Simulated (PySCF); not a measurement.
**Chromium: a sound run and one with changed settings**

Sound run: Cr [Ar] 3d5 4s1, Cr⁺ [Ar] 3d5. All numbers are calculated (PySCF 2.14, scalar relativity by spin-free X2C-1e, in jorge-DZP-DKH). In the sound run the correlated levels freeze [Ar]. The sound run starts from symmetry-adapted Hartree-Fock orbitals and uses a fine grid where one is needed.

Changed run: basis STO-3G, all-electron and non-relativistic. This setting is unsound on purpose.

```csv
species,method,sound run (hartree),changed run (hartree),converged
Cr,UHF,-1049.61055,-1032.07613,yes
Cr,r2SCAN,-1050.70686,-1032.97670,yes
Cr,MN15,-1051.35683,-1031.32657,yes
Cr,MP2,-1049.66873,-1032.07666,yes
Cr⁺,UHF,-1049.39206,-1032.00295,yes
Cr⁺,r2SCAN,-1050.44719,-1032.87254,yes
Cr⁺,MN15,-1051.11829,-1031.24272,yes
Cr⁺,MP2,-1049.43971,-1032.00330,yes
```

Ionisation energy of Cr:

| method | sound run (eV) | changed run (eV) |
| --- | --- | --- |
| UHF | 5.946 | 1.991 |
| r2SCAN | 7.066 | 2.834 |
| MN15 | 6.491 | 2.282 |
| MP2 | 6.232 | 1.996 |
| SCS-MP2 | 6.041 | 1.993 |

A minimal basis cannot let orbitals breathe on ionisation and holds almost no correlation. The Hamiltonian changed with the basis, so the totals do not compare.

For comparison, NIST gives 6.767 eV between the lowest levels.
